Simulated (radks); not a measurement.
Results of a calculation; reference values are marked as such.
Sn23+, configuration [Ar] 3d9 (the NIST ground configuration). Code: a radial shooting solver on a logarithmic mesh with Libxc functionals. Model: scalar-relativistic Kohn-Sham, exchange-only LDA, spin-polarised, spherical densities, point nucleus; open shells are filled with parallel spins first (spin-orbit coupling, left out, can overturn this in heavy ions).

Unscreened Slater integrals over Kohn-Sham orbitals (cm^-1). They are taken over the spin-up orbitals.

| integral | value |
|---|---|
| F0(3d,3d) | 662310 |
| F2(3d,3d) | 334570 |
| F4(3d,3d) | 214520 |
| F0(3d,3p) | 624680 |
| F2(3d,3p) | 302220 |
| G1(3d,3p) | 339410 |
| G3(3d,3p) | 220990 |
| F0(3d,3s) | 619600 |
| G2(3d,3s) | 257270 |
| F0(3p,3p) | 602140 |
| F2(3p,3p) | 303660 |
| F0(3p,3s) | 597370 |
| G1(3p,3s) | 391860 |
| F0(3s,3s) | 593840 |

Derived for the open shells (J is the average intra-shell exchange parameter used in DFT+U). 3d: Racah B = F2/49 - 5 F4/441 = 4396 cm^-1, C = 35 F4/441 = 17030 cm^-1, C/B = 3.87, F4/F2 = 0.641, J = (F2 + F4)/14 = 39220 cm^-1.
